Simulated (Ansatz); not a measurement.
Input for Ansatz (a first-principles code): R-RI-MP2/cc-pVQZ on CH5Ga (SMILES [CH3][GaH2]), a point of a torsion scan. Files ending in .json are basis or fitting sets from the Basis Set Exchange. The run froze 15 orbitals, filled d shells among them.

Ansatz 0.2 input:
```yaml
crystal:
  periodic: [false, false, false]
  atoms:
    - {symbol: C, position_ang: [-0.94547160, -0.07867829, 0.00087618]}
    - {symbol: Ga, position_ang: [1.07201577, -0.01246318, 0.02463837]}
    - {symbol: H, position_ang: [-1.35161609, 0.49797038, -0.83556492]}
    - {symbol: H, position_ang: [-1.30379045, -1.10726953, -0.10677204]}
    - {symbol: H, position_ang: [-1.36209562, 0.33603962, 0.92438829]}
    - {symbol: H, position_ang: [1.91448600, 0.93610367, 0.96615177]}
    - {symbol: H, position_ang: [1.99296843, -0.89880443, -0.90435093]}
basis:
  gaussian:
    orbitals: cc-pVQZ
    fitting: {mean_field: def2-universal-JKFIT, correlation: cc-pVQZ-RIFIT.json}
magnetization: {spin_polarized: false}
correlation: {method: mp2, electrons: outside_noble_gas}
scf: {lower_state_search: off}
```

The log:

```
WARN ansatz: RAYON_NUM_THREADS=1 ignored (pool sized by the plan → 1); use --threads N
Functional definition: HF
these checks for a lower state are left out or cut short: stability, starts, cluster_reference, orbital_swaps, neighbouring_geometries, increment
integrals: 0.28 GiB planned
431 factors; integrals over basis functions are off by at most 6.3e0 eV
mean field: 0.48 GiB planned
mean field evaluation 1: about -53442.9019 eV, gradient 2.7e1 eV
mean field evaluation 2: about -53444.5049 eV, gradient 1.3e1 eV
mean field evaluation 4: about -53444.9152 eV, gradient 8.7e-1 eV
mean field -53444.91697399 eV, -1964.0644725282 hartree, gradient 1.3e-6 eV, S^2 0.000000; 0 other end points of the search recorded, 0 dependent functions left out
15 core orbitals not correlated
633 factors; their error is unknown
reference -53444.91697399 eV, -1964.0644725282 hartree; 6, 6 occupied and 252, 252 virtual orbitals, 633 factors
second order -7.75241540 eV of doubles, -0.00000000 eV of singles
Total energy: -53452.66938939 eV, -1964.3493685393 hartree
Checks for a lower state left out: stability, starts, cluster_reference, orbital_swaps, neighbouring_geometries, increment
```

The run converged.

Cost: roughly 4 core-seconds.
